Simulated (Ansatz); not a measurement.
Input for Ansatz (a first-principles code): U-PBE0/def2-SVP on H, 2S+1 = 2.

Ansatz 0.2 input:
```yaml
crystal:
  periodic: [false, false, false]
  atoms:
    - {symbol: H, position_ang: [0.00000000, 0.00000000, 0.00000000]}
basis:
  gaussian:
    orbitals: def2-SVP
hamiltonian:
  xc: {name: PBE0}
magnetization: {spin_polarized: true, initial_magnetization: 1}
scf: {lower_state_search: full}
```

Predict the final total energy.

-0.5003 hartree.
